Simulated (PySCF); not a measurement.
Does the drawn structure hold up?

C7H11O. Drawn bonds (atoms numbered from 1): C1–C2, C2–C3, C3–C4, C4=C5, C2–C6, C6–C7, C6=O8, C1–H9, C1–H10, C2–H11, C3–H12, C3–H13, C4–H14, C5–H15, C5–H16, C7–H17, C7–H18, C7–H19. Doublet state.

Geometry after optimisation with GFN2-xTB (Å):

```
atom  x, y, z in Å
C1     1.036   -0.973   -0.607
C2     0.123    0.099   -0.217
C3    -0.907   -0.113    0.855
C4    -2.132   -0.735    0.252
C5    -3.340   -0.207    0.314
C6     1.690    0.169    0.271
C7     2.507    1.180   -0.513
O8     1.934   -0.052    1.481
H9     0.958   -1.917   -0.088
H10    1.400   -1.030   -1.621
H11   -0.108    0.868   -0.943
H12   -1.163    0.836    1.327
H13   -0.488   -0.774    1.618
H14   -1.965   -1.669   -0.269
H15   -3.526    0.724    0.824
H16   -4.196   -0.688   -0.128
H17    2.159    1.285   -1.536
H18    3.548    0.862   -0.520
H19    2.460    2.146   -0.013
```

Here a drawn bond counts as lost beyond 1.3 times the sum of covalent radii plus 0.1 Å; another pair counts as a new contact within 1.08 times that sum, or 1.2 times among H, C, N, O, F, S and Cl. Covalent radii used (Å): C 0.73, H 0.31, O 0.66.

Task: Which drawn bonds no longer describe this geometry, and which new contacts appear?

Result: No drawn bond is lost. New contacts: C1–C6 (1.58 Å; radii sum 1.46 Å). The tight-binding optimisation can itself be at fault, so a check at a higher level is due before the drawing is dismissed.

Task: How long is each drawn bond in this geometry?

Result: 
```
drawn bond  length (Å)  over radii sum
     C1–C2       1.461            1.00
     C2–C3       1.501            1.03
     C3–C4       1.500            1.03
     C4–C5       1.319            0.90
     C2–C6       1.643            1.13
     C6–C7       1.517            1.04
     C6–O8       1.254            0.90
     C1–H9       1.080            1.04
    C1–H10       1.079            1.04
    C2–H11       1.083            1.04
    C3–H12       1.091            1.05
    C3–H13       1.093            1.05
    C4–H14       1.082            1.04
    C5–H15       1.078            1.04
    C5–H16       1.077            1.04
    C7–H17       1.086            1.04
    C7–H18       1.089            1.05
    C7–H19       1.089            1.05
```

The numbers are calculated, not measured.
